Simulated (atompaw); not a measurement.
Building the PAW (atompaw) potential for thulium (PBEsol, scalar-relativistic).

```
Element                 : thulium
Generator               : atompaw 4.2.0.5
Type                    : PAW
Functional              : PBEsol
Relativity              : scalar-relativistic
Frozen core             : [Kr] 4d10
Valence charge          : 23
Reference configuration : 4f13 5s2 5p6 5d0 6s2 6p0
Partial waves           : 5s (bound): rc 2.20 bohr; 6s (bound): rc 1.70 bohr; 5p (bound): rc 2.55 bohr; 6p (bound, empty): rc 2.10 bohr; 5d (bound, empty): rc 2.55 bohr; 5d channel at 0.8 Ry: rc 2.55 bohr; 4f (bound): rc 0.85 bohr; 4f channel at 0.2 Ry: rc 0.85 bohr
Local potential         : bessel scheme, radius 2.15 bohr
Core correction         : smooth core density matched at 2.15 bohr
Augmentation charge     : sinc compensation charge, radius 1.90 bohr; PAW radius 2.55 bohr; waves and projectors: custom polynom2 7 10 vanderbiltortho
```

All-electron outer shells of the reference configuration (PBEsol, scalar-relativistic, ld1.x):

| shell | level (eV) | outermost node (bohr) | outermost maximum (bohr) |
| --- | --- | --- | --- |
| 4p | -325.97 | 0.26 | 0.49 |
| 4d | -171.48 | 0.24 | 0.50 |
| 5s | -53.42 | 0.59 | 1.10 |
| 5p | -26.94 | 0.64 | 1.26 |
| 6s | -3.89 | 1.49 | 3.33 |
| 4f | -3.14 | – | 0.50 |
| 6p | -1.10 | 1.84 | 4.67 |
| 5d | -0.80 | 0.72 | 2.10 |

Calculated quality:

```json
{
  "Lowest eigenvalue of the overlap operator": "0.33 (s channel)",
  "Overlap eigenvalues printed by atompaw (projector basis)": "0.0133, 0.288, 0.694, 13.7, 18.7, 43.2, 164, 3.59e+03",
  "Warning": "the pseudo core plus compensation charge is negative at some radii, so no UPF file was written",
  "Share of each valence orbital outside the PAW sphere": "5s 1 %, 6s 86 %, 5p 4 %, 6p 97 %, 5d 65 %, 4f 1 %"
}
```

A Bessel basis up to 400 Ry misses an occupied level by 0.33 Ry, so cutoffs and ghosts were not judged.

Generation and tests took about 85 s on one core of a shared server CPU.
